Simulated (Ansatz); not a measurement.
Reaction (substitution at a C–Ge bond): `N[CH](F)[GeH3]` + H₂S → `NC(F)S` + GeH₄

Computed with Ansatz on PBE0-D4/def2-TZVP structures; ΔE is electronic, products minus reactants. CCSD(T)/CBS adds triple-zeta CCSD(T) − MP2 to the extrapolated MP2 energy (def2 sets, frozen cores). This one scheme is used for every species. DFT in def2-TZVPP. B3LYP here is the variant with VWN-RPA as its local correlation; programs differ in this. For Ge outer-core shells are correlated without core-valence functions, which leaves a few kJ/mol of doubt a bond. Scalar relativity is left out up to krypton. One conformer a species, not always the lowest.

```
             level  ΔE (kJ/mol)  difference from CCSD(T)/CBS
         r2SCAN-D4         18.5                         -7.3
           PBE0-D4         18.7                         -7.1
          B3LYP-D4         22.0                         -3.8
            B2PLYP         22.7                         -3.1
               PBE         18.3                         -7.5
            r2SCAN         18.2                         -7.6
CCSD(T)/def2-TZVPP         26.0                          0.2
    MP2/def2-QZVPP         25.5                         -0.3
SCS-MP2/def2-QZVPP         24.8                         -1.0
      HF/CBS(def2)         17.4                         -8.4
       CCSD(T)/CBS         25.8                            0
```

Largest T1 diagnostic among the species: 0.012.

In def2-TZVPP, CCSD(T) changes the Hartree–Fock value by +7.6 kJ/mol (the triples alone add −0.9 kJ/mol) and MP2 by +7.5 kJ/mol.
